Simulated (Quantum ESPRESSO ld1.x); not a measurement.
Input file for ld1.x (Quantum ESPRESSO 7.5):

```
 &input
    atom='Au',
    iswitch=1,
    rel=1,
    lsd=1,
    dft='SLA-VWN',
    config='[Xe] 4f14 5d10 6s1',
    prefix='ld1',
    max_out_wfc=37,
    file_charge='ld1.rho',
 /
```

Command: `OMP_NUM_THREADS=1 ld1.x < ld1.in > ld1.out`

Standard output:

```
     Program LD1 v.7.5 starts

     --------------------------- All-electron run ----------------------------

     scalar relativistic calculation

     atomic number is 79.00
     dft =SLA-VWN   lsd =1 sic =0 latt =0  beta=0.20 tr2=1.0E-14
     Exchange-correlation= SLA-VWN
                           (   1   2   0   0   0   0   0)
     mesh =2123 r(mesh) = 100.13829 a.u. xmin = -8.00 dx = 0.00800
     1 Ry =  13.60569312 eV, c = 137.03599908

     n l     nl                  e(Ry)          e(Ha)          e(eV)
     1 0     1S 1( 1.00)     -5933.0768     -2966.5384    -80723.6221
     2 0     2S 1( 1.00)     -1046.9132      -523.4566    -14243.9802
     2 1     2P 1( 3.00)      -905.3092      -452.6546    -12317.3592
     3 0     3S 1( 1.00)      -247.0718      -123.5359     -3361.5834
     3 1     3P 1( 3.00)      -206.0108      -103.0054     -2802.9200
     4 0     4S 1( 1.00)       -53.5769       -26.7884      -728.9509
     4 1     4P 1( 3.00)       -40.1105       -20.0552      -545.7312
     3 2     3D 1( 5.00)      -162.1047       -81.0524     -2205.5471
     5 0     5S 1( 1.00)        -7.9938        -3.9969      -108.7607
     5 1     5P 1( 3.00)        -4.4141        -2.2071       -60.0570
     4 2     4D 1( 5.00)       -23.9492       -11.9746      -325.8449
     4 3     4F 1( 7.00)        -5.9946        -2.9973       -81.5613
     5 2     5D 1( 5.00)        -0.5305        -0.2652        -7.2177
     6 0     6S 1( 1.00)        -0.4662        -0.2331        -6.3436
     1 0     1S 2( 1.00)     -5933.0755     -2966.5377    -80723.6043
     2 0     2S 2( 1.00)     -1046.9129      -523.4565    -14243.9761
     2 1     2P 2( 3.00)      -905.3089      -452.6544    -12317.3547
     3 0     3S 2( 1.00)      -247.0713      -123.5356     -3361.5760
     3 1     3P 2( 3.00)      -206.0103      -103.0051     -2802.9128
     4 0     4S 2( 1.00)       -53.5761       -26.7881      -728.9401
     4 1     4P 2( 3.00)       -40.1096       -20.0548      -545.7185
     3 2     3D 2( 5.00)      -162.1043       -81.0522     -2205.5416
     5 0     5S 2( 1.00)        -7.9924        -3.9962      -108.7419
     5 1     5P 2( 3.00)        -4.4109        -2.2055       -60.0134
     4 2     4D 2( 5.00)       -23.9481       -11.9741      -325.8305
     4 3     4F 2( 7.00)        -5.9935        -2.9968       -81.5458
     5 2     5D 2( 5.00)        -0.5116        -0.2558        -6.9608
     6 0     6S 2( 0.00)        -0.4224        -0.2112        -5.7471

     final scf error:  5.8E-15 reached in  36 iterations

     Etot =  -38002.806712 Ry,  -19001.403356 Ha, -517054.525930 eV
     Total magnetization:    1.00 Bohr mag.

     Ekin =   42520.860817 Ry,   21260.430409 Ha,  578525.783602 eV
     Encl =  -94590.823408 Ry,  -47295.411704 Ha,-1286973.715545 eV
     Eh   =   14770.847160 Ry,    7385.423580 Ha,  200967.613623 eV
     Exc  =    -703.691280 Ry,    -351.845640 Ha,   -9574.207611 eV

     normalization and overlap integrals

     s(1S/1S) =  1.000000  <r> =   0.0169  <r2> =    0.0004  r(max) =   0.0104
     s(1S/2S) = -0.037327
     s(1S/3S) = -0.016367
     s(1S/4S) = -0.008095
     s(1S/5S) = -0.003613
     s(1S/6S) = -0.001042
     s(2S/2S) =  1.000000  <r> =   0.0712  <r2> =    0.0060  r(max) =   0.0602
     s(2S/3S) = -0.010530
     s(2S/4S) = -0.004963
     s(2S/5S) = -0.002193
     s(2S/6S) = -0.000631
     s(2P/2P) =  1.000000  <r> =   0.0643  <r2> =    0.0050  r(max) =   0.0497
     s(2P/3P) = -0.008237
     s(2P/4P) = -0.003677
     s(2P/5P) = -0.001486
     s(3S/3S) =  1.000000  <r> =   0.1840  <r2> =    0.0387  r(max) =   0.1691
     s(3S/4S) = -0.003618
     s(3S/5S) = -0.001544
     s(3S/6S) = -0.000442
     s(3P/3P) =  1.000000  <r> =   0.1852  <r2> =    0.0398  r(max) =   0.1691
     s(3P/4P) = -0.003035
     s(3P/5P) = -0.001186
     s(4S/4S) =  1.000000  <r> =   0.4073  <r2> =    0.1872  r(max) =   0.3823
     s(4S/5S) = -0.001086
     s(4S/6S) = -0.000306
     s(4P/4P) =  1.000000  <r> =   0.4339  <r2> =    0.2140  r(max) =   0.4044
     s(4P/5P) = -0.000847
     s(3D/3D) =  1.000000  <r> =   0.1677  <r2> =    0.0329  r(max) =   0.1373
     s(3D/4D) = -0.002215
     s(3D/5D) = -0.000603
     s(5S/5S) =  1.000000  <r> =   0.9259  <r2> =    0.9624  r(max) =   0.8441
     s(5S/6S) = -0.000178
     s(5P/5P) =  1.000000  <r> =   1.0725  <r2> =    1.3034  r(max) =   0.9518
     s(4D/4D) =  1.000000  <r> =   0.4586  <r2> =    0.2431  r(max) =   0.4109
     s(4D/5D) = -0.000472
     s(4F/4F) =  1.000000  <r> =   0.4987  <r2> =    0.3016  r(max) =   0.3763
     s(5D/5D) =  1.000000  <r> =   1.6296  <r2> =    3.2264  r(max) =   1.2196
     s(6S/6S) =  1.000000  <r> =   2.8285  <r2> =    9.1987  r(max) =   2.3130
     s(1S/1S) =  1.000000  <r> =   0.0169  <r2> =    0.0004  r(max) =   0.0104
     s(1S/2S) = -0.037327
     s(1S/3S) = -0.016367
     s(1S/4S) = -0.008095
     s(1S/5S) = -0.003613
     s(1S/6S) = -0.001044
     s(2S/2S) =  1.000000  <r> =   0.0712  <r2> =    0.0060  r(max) =   0.0602
     s(2S/3S) = -0.010530
     s(2S/4S) = -0.004963
     s(2S/5S) = -0.002193
     s(2S/6S) = -0.000633
     s(2P/2P) =  1.000000  <r> =   0.0643  <r2> =    0.0050  r(max) =   0.0497
     s(2P/3P) = -0.008237
     s(2P/4P) = -0.003677
     s(2P/5P) = -0.001487
     s(3S/3S) =  1.000000  <r> =   0.1840  <r2> =    0.0387  r(max) =   0.1691
     s(3S/4S) = -0.003618
     s(3S/5S) = -0.001544
     s(3S/6S) = -0.000443
     s(3P/3P) =  1.000000  <r> =   0.1852  <r2> =    0.0398  r(max) =   0.1691
     s(3P/4P) = -0.003035
     s(3P/5P) = -0.001187
     s(4S/4S) =  1.000000  <r> =   0.4073  <r2> =    0.1872  r(max) =   0.3823
     s(4S/5S) = -0.001086
     s(4S/6S) = -0.000307
     s(4P/4P) =  1.000000  <r> =   0.4339  <r2> =    0.2140  r(max) =   0.4044
     s(4P/5P) = -0.000847
     s(3D/3D) =  1.000000  <r> =   0.1677  <r2> =    0.0329  r(max) =   0.1373
     s(3D/4D) = -0.002215
     s(3D/5D) = -0.000609
     s(5S/5S) =  1.000000  <r> =   0.9257  <r2> =    0.9619  r(max) =   0.8441
     s(5S/6S) = -0.000178
     s(5P/5P) =  1.000000  <r> =   1.0714  <r2> =    1.3003  r(max) =   0.9518
     s(4D/4D) =  1.000000  <r> =   0.4586  <r2> =    0.2431  r(max) =   0.4109
     s(4D/5D) = -0.000477
     s(4F/4F) =  1.000000  <r> =   0.4987  <r2> =    0.3016  r(max) =   0.3763
     s(5D/5D) =  1.000000  <r> =   1.6121  <r2> =    3.1514  r(max) =   1.2099
     s(6S/6S) =  1.000000  <r> =   2.8454  <r2> =    9.3540  r(max) =   2.3130

     ------------------------ End of All-electron run ------------------------
```

Run on one thread of a shared host, so times are rough (Intel(R) Xeon(R) Processor @ 2.60GHz): 0.9 s of CPU time, 2.5 s wall, 36 iterations on 2123 mesh points.
